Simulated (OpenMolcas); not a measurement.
# Co3+: Racah parameters, the spin-orbit constant, worked from levels

```
Program             : OpenMolcas
Basis               : ANO-L-VDZP [5s4p2d1f]
Scalar Hamiltonian  : non-relativistic, point nucleus
Active space        : 6 electrons in 5 orbitals (3d)
State averaging     : 2S+1 = 5 even, 5 roots; 2S+1 = 3 even, 45 roots; 2S+1 = 1 even, 50 roots
Spin-orbit coupling : RASSI with atomic mean-field integrals over the reference wave functions, term energies averaged over their components
```

Methods: CASSCF; MS-CASPT2, IPEA 0.25 Eh, imaginary shift 0.1 Eh (closed shells correlated: 3s 3p). Measured levels: Sugar and Corliss, J. Phys. Chem. Ref. Data 10, 1097 (1981).

**Racah parameters.** Above 5D, d6 has 3G at 9B + 4C, 3H at 4B + 4C and 3D at 16B + 4C. The first two fix B and C, and the third tests them; where it misses by thousands of cm-1, two parameters do not describe the configuration (Trees and configuration-interaction terms are left out) and B and C hang on the terms chosen. Term energies are centres of gravity, weighted by 2J + 1.

| Source | 3G | 3H | B | C | C/B | 3D from B, C | 3D found |
| --- | --- | --- | --- | --- | --- | --- | --- |
| CASSCF | 32726 | 25698 | 1406 | 5019 | 3.57 | 42572 | 42057 |
| MS-CASPT2 | 30975 | 25041 | 1187 | 5073 | 4.27 | 39284 | 38545 |

Energies in cm-1. From CASSCF to MS-CASPT2, B changes by -15.6 % and C by +1.1 %.

**The spin-orbit constant.** For the Hund term 5D of d6, E(J) = (A/2) J(J+1) + constant and ζ = -2S·A = -4A. From J = 0 to J = 4 the energy changes by 10 A.

```tsv
Source	E(4) - E(0)	A	ζ
CASSCF	-1550.7	-155.1	620
MS-CASPT2	-1541.8	-154.2	617
measured	-1493.6	-149.4	597
```

All in cm-1. MS-CASPT2 is off by +3.2 % and CASSCF by +3.8 %. Both methods take the spin-orbit matrix elements from the reference wave functions, so the second can move ζ only through the term energies and any multistate remixing. Second-order mixing with other terms is absorbed into this ζ.

CASPT2 breaks the degeneracy within a term, and the mean is taken; among the terms shown or strongly mixed into the levels shown the widest spread is 180 cm-1 (3d6 3G, MS-CASPT2). The basis is small and was not contracted for so high a charge. Without dynamic correlation excited terms often stand tens of per cent too high (terms of higher spin than the ground term too low), and those without a measured partner can miss by more than the paired ones (holds for CASSCF). Computed and measured levels are paired by configuration, term and J; levels that our copy of the source lacks, or whose pairing is in doubt (as where it misses far off the trend of its configuration), stay unpaired and out of the deviations. Only configurations of the active space appear.
